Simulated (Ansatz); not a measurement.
Reaction (formal exchange of groups at the Si–Ge bond): `[OH][GeH2][SiH3]` + `C=C1C[Se]1` → `[SiH3]/C=C1\C[Se]1` + `[OH][GeH3]`

Gas-phase electronic energies from Ansatz, PBE0-D4/def2-TZVP geometries. CCSD(T)/CBS adds triple-zeta CCSD(T) − MP2 to the extrapolated MP2 energy (def2 sets, frozen cores). DFT in def2-TZVPP. B3LYP here is the variant with VWN-RPA as its local correlation; programs differ in this. For Ge, Se outer-core shells are correlated without core-valence functions, which leaves a few kJ/mol of doubt a bond. Scalar relativity is left out up to krypton. Each species was taken in one conformer, which may not be the lowest.

```
             level  ΔE (eV)
            PBE-D4     0.11
           ωB97X-V     0.04
            B2PLYP     0.02
             B3LYP     0.08
    MP2/def2-TZVPP    -0.06
SCS-MP2/def2-TZVPP    -0.06
     HF/def2-QZVPP    -0.02
      HF/CBS(def2)    -0.02
```

(1) What does CCSD(T)/CBS give? (Best estimate.)

Largest T1 diagnostic among the species: 0.012.

Results:

(1) Computed: +0.03 eV. The listed levels differ from it by 0.08, 0.01, -0.01, 0.05, -0.09, -0.09, -0.05, -0.05 eV.

The D4 term adds −0.04 eV with B3LYP and −0.02 eV with PBE0; it sums over pairs of atoms, weighted by their polarisabilities, and B3LYP, whose exchange is more repulsive, gets the larger term.
